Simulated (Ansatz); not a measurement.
Species: C₆H₁₂Cl (charge 0, doublet). It need not be the lowest isomer of its formula. 
Coordinates optimised at B3LYP-D3(BJ)/def2-TZVP (Ansatz, a quantum-chemistry and plane-wave program):
SMILES: [CH2][C@H](Cl)CCCC
```xyz
19

C     -3.6338    -0.3515    -0.2482
C     -2.3559    -0.7496     0.4842
C     -1.0912    -0.3036    -0.2455
C      0.1841    -0.7066     0.4857
C      1.4746    -0.3317    -0.2201
C      2.6952    -0.7794     0.4371
Cl     1.5844     1.5626    -0.3264
H     -3.6699    -0.7968    -1.2454
H     -3.6947     0.7325    -0.3689
H     -4.5231    -0.6773     0.2943
H     -2.3344    -1.8360     0.6201
H     -2.3604    -0.3171     1.4899
H     -1.1075     0.7807    -0.3758
H     -1.0823    -0.7357    -1.2526
H      0.2018    -1.7957     0.6085
H      0.1967    -0.2791     1.4922
H      1.4499    -0.6034    -1.2734
H      2.7293    -0.8583     1.5154
H      3.6223    -0.8447    -0.1137
```
Charge 0, spin multiplicity 2.

Wanted: atomisation energy (electronic, to ground-state atoms), in kcal/mol. Valence correlation only, unless marked. UHF or UKS for open shells. Spin-orbit coupling is left out. No relativistic terms. The coupled-cluster limit lacks core correlation, which all-electron functionals hold. CBS marks a two-point X^-3 extrapolation of the correlation energy; Hartree-Fock from the larger set. The bracket is a focal-point correction in the basis named.

```tsv
level	program	atomisation energy (kcal/mol)
HF/cc-pV(Q+d)Z	Ansatz	1336.4
r2SCAN/def2-TZVPD	Ansatz	1769.1
```

Predict the RI-MP2/CBS(cc-pV(T+d)Z,cc-pV(Q+d)Z)+[CCSD(T)-MP2]/cc-pV(T+d)Z result (Ansatz).

1762.8 kcal/mol
